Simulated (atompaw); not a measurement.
**How hard is this aluminium PAW (atompaw) potential?**

Al (Z = 13), PAW, made with atompaw 4.2.0.5 (LDA (PW92), scalar-relativistic). Core [Ne], reference 3s2 3p1. Waves: 3s (bound): rc 2.10 bohr; 3s channel at 0.1 Ry: rc 2.10 bohr; 3p (bound): rc 2.45 bohr; 3p channel at 2.2 Ry: rc 2.45 bohr; 3d channel at -0.15 Ry: rc 2.10 bohr. Local part: bessel scheme, radius 2.05 bohr. Core correction: smooth core density matched at 2.25 bohr. Augmentation charge: sinc compensation charge, radius 2.20 bohr; PAW radius 2.45 bohr; waves and projectors: custom rrkj gramschmidtortho.

The pseudo-atom Hamiltonian at the reference potential is diagonalised in spherical Bessel functions j_l(qr) that vanish at 20 bohr, with q² up to the cutoff. All-electron valence levels (Ry): 3s -0.5755, 3p -0.2046.

Question: How do the lowest levels (Ry) of each channel move with the cutoff, and are there ghosts?

Answer:

```tsv
cutoff (Ry)	s #1	s #2	p #1	d #1	f #1	f #2	Σ f·Δε (mRy)
8	-0.5753	-0.0224	-0.2041	0.0468	0.1040	0.2261	0.9
10	-0.5754	-0.0224	-0.2044	0.0467	0.1040	0.2261	0.4
12	-0.5754	-0.0224	-0.2046	0.0466	0.1040	0.2261	0.2
400	-0.5755	-0.0224	-0.2046	0.0466	0.1040	0.2261	0.0
```

Result: no extra level below or beside the all-electron valence levels (s, p, d, f tested); 10 mRy is reached at 6 Ry and 1 mRy at 8 Ry.
